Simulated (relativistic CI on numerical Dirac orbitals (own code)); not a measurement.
# Nb3+: L2,3 absorption edge

Computed with this model: Dirac-Coulomb-Breit CI, separate exchange-only KLI orbitals for each configuration, a model potential for QED, valence Slater integrals scaled by 0.8, multiplet model of core-to-valence dipole absorption; configurations [Kr] 4d2 → [He] 2s2 2p5 3s2 3p6 3d10 4s2 4p6 4d3; 10 K; Lorentzian 1.6 eV and Gaussian 0.5 eV FWHM. Energies are those of the free ion, without screening or charge transfer. The branching ratio is the share of the lower-energy edge in the whole absorption, uncertain by about 0.02 where the edges overlap. S is read from ⟨S²⟩ = S(S + 1).

Field parameters in Wybourne normalisation: D3d B²₀ = −7Dσ, B⁴₀ = −14Dq − 21Dτ, B⁴₃ = −14√(10/7) Dq; D4h B²₀ = −7Ds, B⁴₀ = 21(Dq − Dt), B⁴₄ = 21√(5/14) Dq; Td as Oh with Dq negative (B⁴₀ = 21Dq, B⁴₄ = √(5/14) B⁴₀). The field is a parameter set, without covalency.

free ion: ground-state S = 0.99, centroid 2395.66 eV, branching ratio 0.772. Peaks (eV, height): 2374.5 (100), 2467.2 (19), 2468.8 (22).

Td, 10Dq = -6000 cm⁻¹: ground-state S = 1.00, centroid 2402.62 eV, branching ratio 0.700. Peaks (eV, height): 2374.5 (100), 2468.0 (36).

D3d, 10Dq = 12650, Dσ = 850, Dτ = 80 cm⁻¹: ground-state S = 1.00, centroid 2401.26 eV, branching ratio 0.715. Peaks (eV, height): 2374.5 (100), 2468.2 (39).

D3d, 10Dq = 25900, Dσ = 680, Dτ = -350 cm⁻¹: ground-state S = 1.00, centroid 2402.33 eV, branching ratio 0.705. Peaks (eV, height): 2373.2 (74), 2375.8 (100), 2468.8 (40).

Td, 10Dq = -12050 cm⁻¹: ground-state S = 1.00, centroid 2403.63 eV, branching ratio 0.690. Peaks (eV, height): 2374.5 (100), 2468.0 (46).

D4h, 10Dq = 11600, Ds = 2810, Dt = -430 cm⁻¹: ground-state S = 1.00, centroid 2403.32 eV, branching ratio 0.694. Peaks (eV, height): 2374.5 (100), 2468.5 (43).

The statistical ratio of this edge is 2/3 = 0.667. Values above it arise where the holes sit mainly in the j = l + 1/2 valence subshell or the ground state has high spin; values below it where core-valence Coulomb terms move weight to the upper edge, as in nearly empty shells. At deep edges of heavy elements the radial integrals of the two core levels differ, which raises the baseline.

Strongest unbroadened transitions for free ion:

```tsv
Energy (eV)	Relative strength
2372.79	17.6
2372.87	16.0
2372.94	10.9
2373.23	30.4
2374.15	9.9
2374.21	100.0
2374.27	26.3
2374.47	48.4
2374.60	86.2
2374.61	20.8
2374.86	13.2
2375.01	14.6
2376.01	8.1
2466.95	22.9
2467.25	19.5
2468.64	12.6
2468.84	11.1
2468.85	17.2
```
